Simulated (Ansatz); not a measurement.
Basis sets compared for BBr₃. Charge 0, multiplicity 1. Geometry PBE0-D4/def2-SVP. Ansatz on 2 threads of Intel Xeon Platinum 8488C on a shared host; times are rough, and most runs start from earlier orbitals.

```xyz
4

B     0.000   -0.001    0.000
Br    0.156   -0.358    1.859
Br   -1.695    0.417   -0.748
Br    1.539   -0.058   -1.110
```

Binding counts from free atoms (B doublet, Br doublet) in the same basis, without a counterpoise term.

| level | functions | energy (Eh) | HOMO (eV) | LUMO (eV) | binding per atom (eV) | wall time |
| --- | --- | --- | --- | --- | --- | --- |
| HF/STO-3G | 59 | -7658.4972 | -8.94 | 5.18 | 2.98 | 0.5 s |
| HF/def2-TZVP | 175 | -7742.0433 | -11.23 | 1.49 | 2.15 | 5.5 s |
| PBE-D4/def2-SVP | 110 | -7745.2802 | -6.84 | -2.74 | 3.24 | 1.1 s |
| PBE-D4/def2-TZVP | 175 | -7746.2384 | -7.01 | -2.93 | 3.17 | 2.7 s |
| PBE0-D4/def2-SVP | 110 | -7745.5510 | -8.21 | -1.98 | 3.16 | 2.6 s |
| PBE0-D4/def2-TZVP (with forces) | 175 | -7746.5087 | -8.31 | -2.11 | 3.09 | 7.5 s |

(1) Estimate the rows for PBE0-D4/def2-QZVPP.

Answers

(1) 
```json
{"level": "PBE0-D4/def2-QZVPP", "functions": "324", "energy (Eh)": "-7746.6671", "HOMO (eV)": "-8.32", "LUMO (eV)": "-2.13", "binding per atom (eV)": "3.09", "wall time": "14 s"}
```
